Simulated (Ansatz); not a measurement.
Input file for Ansatz (a program for electronic structure): R-CCSD(T)/def2-TZVPPD on BrH2Sb (SMILES [Br][SbH2]), atoms moved off the minimum. Elements past Kr take the def2 small-core potentials; no spin–orbit coupling. Files ending in .json are basis or fitting sets from the Basis Set Exchange. The run froze 23 orbitals, filled d shells among them.

Ansatz 0.2 input:
```yaml
crystal:
  periodic: [false, false, false]
  atoms:
    - {symbol: Sb, position_ang: [-0.67438469, -0.49866996, 0.53551522]}
    - {symbol: H, position_ang: [-0.33338080, -1.93382994, -0.51079190]}
    - {symbol: H, position_ang: [-1.98486175, -0.21032108, -0.42381535]}
    - {symbol: Br, position_ang: [0.91068231, 1.00835578, -0.81276938]}
basis:
  gaussian:
    orbitals: def2-TZVPPD.json
magnetization: {spin_polarized: false}
correlation: {method: ccsd_t, electrons: outside_noble_gas}
scf: {lower_state_search: off}
output: {forces: true}
```

It printed:

```
WARN ansatz: RAYON_NUM_THREADS=1 ignored (pool sized by the plan → 1); use --threads N
Functional definition: HF
these checks for a lower state are left out or cut short: starts, cluster_reference, orbital_swaps, neighbouring_geometries, increment
integrals: 0.33 GiB planned
1037 factors; integrals over basis functions are off by at most 6.9e-4 eV
mean field: 0.48 GiB planned
mean field evaluation 1: about -76541.1131 eV, gradient 1.3e1 eV
mean field evaluation 2: about -76541.1528 eV, gradient 1.3e1 eV
mean field evaluation 4: about -76541.8923 eV, gradient 1.8e0 eV
mean field evaluation 8: about -76541.9107 eV, gradient 1.3e-1 eV
mean field -76541.91093589 eV, -2812.8633449235 hartree, gradient 2.0e-6 eV, S^2 0.000000; 0 other end points of the search recorded, 0 dependent functions left out
23 core orbitals not correlated
reference -76541.91093589 eV, -2812.8633449235 hartree; 7, 7 occupied and 117, 117 virtual orbitals, 1037 factors
too little memory for Intel AMX tiles; the run may be slower
densities: 1.13 GiB planned
second order -7.86260145 eV of doubles, -0.00000000 eV of singles
coupled cluster: 0.68 GiB planned
cycle   1  -8.52126785 eV  change   -6.6e-1 eV  update   7.1e-2
cycle   2  -8.78572896 eV  change   -2.6e-1 eV  update   2.5e-2
cycle   3  -8.82107317 eV  change   -3.5e-2 eV  update   1.0e-2
cycle   4  -8.81644343 eV  change    4.6e-3 eV  update   3.5e-3
cycle   5  -8.81612406 eV  change    3.2e-4 eV  update   1.2e-3
cycle   6  -8.81621879 eV  change   -9.5e-5 eV  update   4.3e-4
cycle   7  -8.81620830 eV  change    1.0e-5 eV  update   1.5e-4
cycle   8  -8.81624344 eV  change   -3.5e-5 eV  update   6.8e-5
cycle   9  -8.81624589 eV  change   -2.4e-6 eV  update   2.8e-5
cycle  10  -8.81623282 eV  change    1.3e-5 eV  update   1.1e-5
cycle  11  -8.81623563 eV  change   -2.8e-6 eV  update   5.3e-6
perturbative correction -0.35153005 eV, -0.0129184911 hartree
the calculation of the forces begins
mean field evaluation 16: about -76541.9109 eV, gradient 2.0e-6 eV
Total energy: -76551.07870157 eV, -2813.2002540980 hartree
Atom 0 at    -0.674385    -0.498670     0.535515 Å, force     1.269385    -0.946331    -0.339867 eV/Å
Atom 1 at    -0.333381    -1.933830    -0.510792 Å, force    -0.137594     0.768278     0.726263 eV/Å
Atom 2 at    -1.984862    -0.210321    -0.423815 Å, force    -0.888541     0.334838    -0.583359 eV/Å
Atom 3 at     0.910682     1.008356    -0.812769 Å, force    -0.243251    -0.156785     0.196962 eV/Å
Dipole moment:    -0.338670    -0.260991     0.296590 e Å
Checks for a lower state left out: starts, cluster_reference, orbital_swaps, neighbouring_geometries, increment
```

The run converged.

Cost: very roughly 50 core-seconds.
